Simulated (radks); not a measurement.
All-electron atom: Au19+ in [Xe] 4f4 6s2 (not the ground configuration).

Method: scalar-relativistic Kohn-Sham, PBE, spin-polarised, spherical densities, point nucleus; open shells are filled with parallel spins first (spin-orbit coupling, left out, can overturn this in heavy ions); computed with a radial shooting solver on a logarithmic mesh with Libxc functionals.

Energy parts (hartree):
part                       energy
total                 -18825.1577
kinetic                21101.2141
electron-nucleus      -45518.7168
Hartree                 5927.2275
exchange-correlation    -334.8824

Orbitals (lengths in bohr, moments of r in powers of bohr; r(90%) holds 90 % of the orbital's charge):
| orbital | occ. | eigenvalue (hartree) | r(90%) | <r> | <1/r> |
|---|---|---|---|---|---|
| 1s up | 1 | -2991.887 | 0.0308 | 0.01686 | 95.82 |
| 1s down | 1 | -2991.887 | 0.0308 | 0.01686 | 95.82 |
| 2s up | 1 | -547.4143 | 0.111 | 0.07114 | 22.45 |
| 2s down | 1 | -547.4085 | 0.111 | 0.07114 | 22.45 |
| 2p up | 3 | -476.2917 | 0.105 | 0.06429 | 19.96 |
| 2p down | 3 | -476.2871 | 0.105 | 0.06428 | 19.96 |
| 3s up | 1 | -147.7740 | 0.269 | 0.1837 | 8.332 |
| 3s down | 1 | -147.6078 | 0.269 | 0.1835 | 8.340 |
| 3p up | 3 | -127.1437 | 0.276 | 0.1849 | 7.600 |
| 3p down | 3 | -126.9749 | 0.276 | 0.1847 | 7.607 |
| 3d up | 5 | -105.1553 | 0.259 | 0.1675 | 7.146 |
| 3d down | 5 | -105.0267 | 0.259 | 0.1673 | 7.153 |
| 4s up | 1 | -49.01686 | 0.560 | 0.3932 | 3.719 |
| 4s down | 1 | -48.76556 | 0.561 | 0.3937 | 3.713 |
| 4p up | 3 | -41.93325 | 0.595 | 0.4134 | 3.399 |
| 4p down | 3 | -41.69535 | 0.596 | 0.4140 | 3.392 |
| 4d up | 5 | -33.59412 | 0.624 | 0.4243 | 3.118 |
| 4d down | 5 | -33.36066 | 0.626 | 0.4252 | 3.110 |
| 4f up | 4 | -24.63927 | 0.632 | 0.4140 | 2.837 |
| 4f down | 0 | -24.37983 | 0.636 | 0.4157 | 2.829 |
| 5s up | 1 | -20.86303 | 1.07 | 0.7659 | 1.831 |
| 5s down | 1 | -20.78778 | 1.07 | 0.7683 | 1.823 |
| 5p up | 3 | -18.28714 | 1.15 | 0.8210 | 1.675 |
| 5p down | 3 | -18.22661 | 1.15 | 0.8235 | 1.668 |
| 6s up | 1 | -11.38063 | 1.81 | 1.320 | 1.049 |
| 6s down | 1 | -11.35428 | 1.82 | 1.323 | 1.047 |

The highest occupied level is 6s down at -308.97 eV. The configuration is held as typed, so some empty levels lie below it. Spin moment in Bohr magnetons: 4. Summed over all electrons, <r^2> = 14.77 bohr^2, which gives a Langevin (diamagnetic) susceptibility term of -11.7 x 10^-6 cm^3/mol.
